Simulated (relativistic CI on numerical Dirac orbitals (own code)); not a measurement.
**Pr XLVIII: sensitivity of the levels to the model**

Base calculation: Dirac-Coulomb-Breit CI, separate exchange-only KLI orbitals for each configuration, model QED, unscaled Slater integrals.

Configurations in the expansion (outside the closed core [Ne]): 3s2, 3s 3p, 3p2, 3s 3d, 3d2, 3p 3d, 3p 4s, 3d 4s, 3s 4s, 3s 4p, 3s 4d, 3s 4f, 3s 5s, 3s 5p, 3s 5d, 3s 5f. Levels of other configurations are missing.

Variants: (1) P86 correlation estimate; (2) configuration mixing switched off; (3) QED terms removed. Shifts of the energy above 3s2 1S_0, in eV, for the lowest level and the first level of each name with at least 55 % of one term (blank where a level changes its place among those of its configuration and J or its character, or is not in the variant):

```
      Level     Base    Δ(1)    Δ(2)    Δ(3)
   3s2 1S_0    0.000   0.000   0.000   0.000
3s 3p 3P°_0   98.379  +0.187  -3.501  +2.060
3s 3p 3P°_1  109.068  +0.187  -2.831  +2.063
3s 3p 3P°_2  225.845  +0.187  -3.389  +1.868
   3p2 3P_0  237.049  +0.352  -4.254  +4.141
3s 3p 1P°_1  255.208  +0.187  -0.760  +1.894
   3p2 1D_2  353.161  +0.317  +5.450  +3.716
   3p2 3P_1  354.217  +0.355  -3.324  +3.974
 3s 3d 3D_1  387.870  +0.079  -3.956  +2.170
 3s 3d 3D_2  394.350  +0.097  -6.034  +2.277
 3s 3d 3D_3  416.546  +0.079  -3.961  +2.089
 3s 3d 1D_2  429.420  +0.119  -5.235  +2.359
3p 3d 3F°_2  494.290  +0.208  -3.926  +4.276
   3p2 1S_0  502.758  +0.350  -2.514  +3.773
3p 3d 3D°_1  520.075  +0.208  -5.313  +4.264
3p 3d 3F°_3  537.617  +0.208  -3.828  +4.192
3p 3d 3P°_0  639.076  +0.208  -4.404  +4.081
3p 3d 3P°_1  639.598  +0.208  -4.338  +4.080
3p 3d 3F°_4  650.723  +0.208  -3.887  +4.002
3p 3d 1P°_1  686.463  +0.208  -6.436  +3.994
   3d2 3F_2  785.072  -0.089  -4.270  +4.380
   3d2 3P_0  804.247  -0.088  -5.234  +4.374
```

At this charge energies of transitions that change n are usually good to better than 1 %, and those within a shell (Δn = 0) to a few per cent.

Ionisation energy from the two ground configurations alone: base 4029.65 eV; P86 correlation estimate 4030.69 eV; QED terms removed 4031.76 eV. The NIST ASD value (theoretical) is 4030 eV.

LS names give the leading component of a level, which can be under half, so a name can repeat, a term be missing and a line seem to break the LS rules.
